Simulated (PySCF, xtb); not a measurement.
# Two structures of AlHO3Si

Structure a is `O=[Si](O)[O][Al]`, a singlet and structure b is a singlet given by its coordinates. Both are isolated molecules in the gas phase, relaxed with B3LYP-D3(BJ)/def2-SVP; the shapes shown needn't be the lowest conformers.

a (Å):

```xyz
6

Al   -2.8728   -2.0553   -3.4617
O    -1.7374   -2.3011    0.8172
O    -2.3392   -1.6033   -1.8697
O    -1.5146    0.2849   -0.2764
Si   -1.8610   -1.3202   -0.3491
H    -1.2140    0.5771    0.5953
```

b (Å):

```xyz
6

Al   -1.8761    0.0652   -0.3730
O    -2.1105   -3.6874   -1.5692
O    -3.1140   -0.9715   -1.0794
O    -0.7886   -1.3203   -0.4391
Si   -2.0194   -2.2392   -1.1076
H    -1.7830    1.5441    0.0984
```

Close contacts (Å): Al1–O3 1.76, Al1–O4 1.76, Al1–Si5 2.42, O2–Si5 1.52, O3–Si5 1.68, O4–Si5 1.68, Al1–H6 1.55.

Quicker runs give these differences E(b) − E(a): GFN2-xTB −87.9 kJ/mol; HF/STO-3G −138.9 kJ/mol (at GFN2-xTB geometries); r2SCAN-D4/def2-SVP −45.6 kJ/mol (at GFN2-xTB geometries).

Problem. Estimate E(b) − E(a) at the level CCSD(T)/def2-SVP + ΔMP2/def2-TZVPP.

Solution. Calculated at CCSD(T)/def2-SVP + ΔMP2/def2-TZVPP: E(b) − E(a) = −28.1 kJ/mol, so structure b lies lower.

The same difference at several levels:

```
                             level               geometry  E(b) − E(a) (kJ/mol)  departure from the last row (kJ/mol)  job, with rough time for the two
                          GFN2-xTB               GFN2-xTB                   −87.9                                 −59.8              optimisation, 0.23 s
                         HF/STO-3G               GFN2-xTB                  −138.9                                −110.8               single point, 1.2 s
                r2SCAN-D4/def2-SVP               GFN2-xTB                   −45.6                                 −17.5                single point, 15 s
             B3LYP-D3(BJ)/def2-SVP  B3LYP-D3(BJ)/def2-SVP                   −13.1                                 +15.0                optimisation, 67 s
                       HF/def2-SVP  B3LYP-D3(BJ)/def2-SVP                    +4.8                                 +32.9           part of the CCSD(T) run
                      MP2/def2-SVP  B3LYP-D3(BJ)/def2-SVP                   −39.2                                 −11.2           part of the CCSD(T) run
                  CCSD(T)/def2-SVP  B3LYP-D3(BJ)/def2-SVP                   −20.1                                  +8.0                      single point
CCSD(T)/def2-SVP + ΔMP2/def2-TZVPP  B3LYP-D3(BJ)/def2-SVP                   −28.1                                                      single point, 42 s
```

HF/def2-SVP puts the two in the other order. The largest departure from CCSD(T)/def2-SVP + ΔMP2/def2-TZVPP is that of HF/STO-3G, 110.8 kJ/mol. The last row adds to CCSD(T) the change of the MP2 difference between the two basis sets, here −8.0 kJ/mol.

With thermal terms from frequencies at re-optimised GFN2-xTB minima (ideal gas, soft modes damped towards free rotors, one conformer each, 298.15 K, 1 atm): the zero-point term adds −9.4 kJ/mol; ΔH is −38.5 and ΔG −32.6 kJ/mol.

The correlated steps freeze 13 core orbitals. Codes used: PySCF 2.14.0, xtb 6.7.1; the last row on 2 threads of Arm Neoverse V2 on a shared host.
